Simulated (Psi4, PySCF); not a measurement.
BaCl (SMILES [Cl][Ba]), doublet, at a GFN2-xTB geometry (such geometries of metal compounds can be far from the true shape) (the spin is typed, not shown lowest) (core potentials on Ba), atoms displaced at random by about 0.03 Å a coordinate. Base run: R2SCAN/def2-SVP, gradient (PySCF).

Here is a job for PySCF.
```python
from pyscf import gto, scf, dft

mol = gto.M(
    atom='''
Ba    0.00924983   -0.03159192   -0.62044728
Cl   -0.02901953    0.00760074    1.94146643
''',
    basis='def2-svp',
    ecp={'Ba': 'def2-svp'},
    spin=1,
    verbose=3,
)

mf = dft.UKS(mol)
mf.xc = 'r2scan'
mf.kernel()
g = mf.nuc_grad_method()
grad = g.kernel()
```

Programs used: Psi4, PySCF; a row that names a program was run with it.

The coordinate followed is z of atom 1.

Variants of this job, named by their change:

```json
[
 {"change": "base", "dE/dx (Eh/bohr)": "0.041785", "net force (Eh/bohr)": "0.000311"},
 {"change": "grids.level = 1; grid_response = off", "dE/dx (Eh/bohr)": "0.041623", "net force (Eh/bohr)": "0.001192"},
 {"change": "conv_tol = 1e-4", "dE/dx (Eh/bohr)": "0.041636", "net force (Eh/bohr)": "0.000312"},
 {"change": "density fitting = on; auxbasis_response = off", "dE/dx (Eh/bohr)": "0.041790", "net force (Eh/bohr)": "0.000138"},
 {"change": "finite difference step (bohr) = 1e-3; conv_tol = 1e-11", "dE/dx (Eh/bohr)": "0.041654", "net force (Eh/bohr)": "-"},
 {"change": "density fitting = on", "dE/dx (Eh/bohr)": "0.041785", "net force (Eh/bohr)": "0.000311"},
 {"change": "conv_tol = 1e-6", "dE/dx (Eh/bohr)": "0.041787", "net force (Eh/bohr)": "0.000311"},
 {"change": "finite difference step (bohr) = 1e-4; conv_tol = 1e-11", "dE/dx (Eh/bohr)": "0.041654", "net force (Eh/bohr)": "-"},
 {"change": "conv_tol = 1e-11", "dE/dx (Eh/bohr)": "0.041785", "net force (Eh/bohr)": "0.000311"},
 {"change": "code = psi4", "dE/dx (Eh/bohr)": "0.032844", "net force (Eh/bohr)": "0.000020"},
 {"change": "finite difference step (bohr) = 0.05; conv_tol = 1e-11", "dE/dx (Eh/bohr)": "0.041778", "net force (Eh/bohr)": "-"},
 {"change": "grid_response = on", "dE/dx (Eh/bohr)": "0.041654", "net force (Eh/bohr)": "0.000000"}
]
```

The net force is zero for an exact gradient.

Open shells are given as the SCF converged; they aren't shown to be the lowest states, and a large step between rows can be another state.
